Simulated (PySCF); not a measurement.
# Reading the logs of faulty runs: CGe2H9N

All numbers below are calculated, not measured. The program is PySCF 2.14.0, an open-source quantum chemistry code, run on an isolated molecule that a program drew, which may never have been made. The molecule is CGe2H9N (charge 0, singlet), drawn as the SMILES string `C[N]([GeH3])[GeH3]`.

Each row is a Hartree-Fock (HF) and frozen-core CCSD(T) single point in the cc-pVDZ basis, meant for a local HF minimum. Run 1 is clean. Each other run has one planted mistake out of seven kinds, and not every kind appears here: one electron removed, one electron added, multiplicity raised by two, geometry at a saddle point, minimal basis STO-3G, one bond length entered in bohr, all coordinates scaled. The reference is restricted for singlets and unrestricted otherwise, and also for a bond in bohr. Adding or removing an electron swaps singlet and doublet. Electrons count all cores. HOMO and LUMO are orbital energies over both spins, the gradient is its largest component, and the lowest frequency (negative if imaginary) is given only where the gradient is small. Bond lengths are over the 12 bonds as drawn. T1 is the CCSD diagnostic: over 0.02 (restricted) or 0.045 (unrestricted) a single reference is doubtful. Germanium has the cc-pVDZ-PP basis, with a core potential (ECP10MDF) in place of its 10 inner electrons, and its 3s, 3p and 3d shells are frozen in CCSD(T).

Geometry of the clean run:
```xyz
13
CGe2H9N, angstrom
C    -0.5787   -0.6797    0.3029
N     0.0896   -0.1977    1.5094
Ge    0.7251   -1.4795    2.6711
Ge   -0.2034    1.5626    1.9700
H    -0.0642   -1.5553   -0.1038
H    -1.6261   -0.9601    0.4713
H    -0.5635    0.0827   -0.4816
H    -0.4165   -2.3126    3.2789
H     1.6458   -2.4233    1.8878
H     1.4935   -0.7730    3.7879
H     0.1605    2.4406    0.7665
H     0.6797    1.8948    3.1728
H    -1.6775    1.8195    2.3274
```

| run | electrons | basis functions | <S^2> | HOMO (eV) | LUMO (eV) | gradient (hartree/bohr) | lowest frequency (cm^-1) | mean bond (Å) | longest bond (Å) | T1 | HF (hartree) | CCSD(T) (hartree) | mistake |
|---|---|---|---|---|---|---|---|---|---|---|---|---|---|
| 1 | 86 | 119 | 0.000 | -9.64 | 3.69 | 1.3e-05 | 84 | 1.4695 | 1.843 | 0.0112 | -684.29597 | -684.89738 | no fault |
| 2 | 86 | 119 | 2.015 | -2.56 | 0.50 | 9.0e-02 | - | 1.4695 | 1.843 | 0.0204 | -684.10885 | -684.70262 | multiplicity raised by two |
| 3 | 86 | 119 | 0.000 | -9.68 | 3.80 | 2.0e-02 | - | 1.4327 | 1.797 | 0.0106 | -684.28781 | -684.88384 | all coordinates scaled |
| 4 | 86 | 119 | 0.703 | -9.49 | 2.79 | 2.4e-02 | - | 1.5506 | 2.067 | 0.0514 | -684.17352 | -684.77482 | ? |
| 5 | 87 | 119 | 0.761 | 3.00 | 8.23 | 2.2e-02 | - | 1.4695 | 1.843 | 0.0161 | -684.17209 | -684.80493 | ? |

**Which mistake was planted in run 4, and what did it cost?**

The mean bond changes by a factor of 1.055 and the longest by 1.122, so the molecule wasn't scaled as a whole. A length L in bohr read as angstrom grows by (1/0.5292 - 1) L = 0.890 L. The 12 bonds together grew by 12 x 0.0811 = 0.973 Å, which gives L = 1.094 Å. That is the length of one of the C-H bonds, 1.094 Å in the clean geometry. So the mistake is: one bond length entered in bohr. Subtracting run 1 and multiplying by 627.51 kcal/mol a hartree, the energy moved by 76.8 kcal/mol in HF and 76.9 kcal/mol in CCSD(T).

**Which mistake was planted in run 5, and what did it cost?**

It counts 87 electrons, one more than the clean run, at the same geometry and basis. So the mistake is: one electron added. Subtracting run 1 and multiplying by 627.51 kcal/mol a hartree, the energy moved by 77.7 kcal/mol in HF and 58.0 kcal/mol in CCSD(T).

Cautions from the logs. Run 4: T1 is over the limit, so its CCSD(T) energy is less reliable; run 5: the HOMO is above zero, so the electron isn't bound and the energy depends on the basis.
